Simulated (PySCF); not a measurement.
These are PySCF 2.14.0 with TPSSh-D3(BJ)/def2-TZVP // r2SCAN-D4/def2-SVP values and carry that method's errors. Isolated molecules, 0 K electronic values unless said otherwise. One relaxed conformer stands for a flexible species; it need not be the lowest. 

Reference species: [Hf(OH)3(H)] (neutral, multiplicity 1).

The coordination number is 4 and the charge on the central atom (Mulliken) comes out as 1.38 e. The LUMO is -0.03 eV and the HOMO is -7.07 eV.

Changed species: [Hf(OH)4] (0 of 4 OH replaced by H; the reference has 1 of 4 OH replaced by H).

### Question
Predict the effect on the coordination number, charge on the central atom (Mulliken), LUMO and HOMO.

### Answer
the coordination number stays essentially unchanged; the charge on the central atom (Mulliken) increases by 0.26 e, to 1.64 e; the LUMO falls by 0.08 eV, to -0.11 eV; the HOMO falls by 0.41 eV, to -7.48 eV.
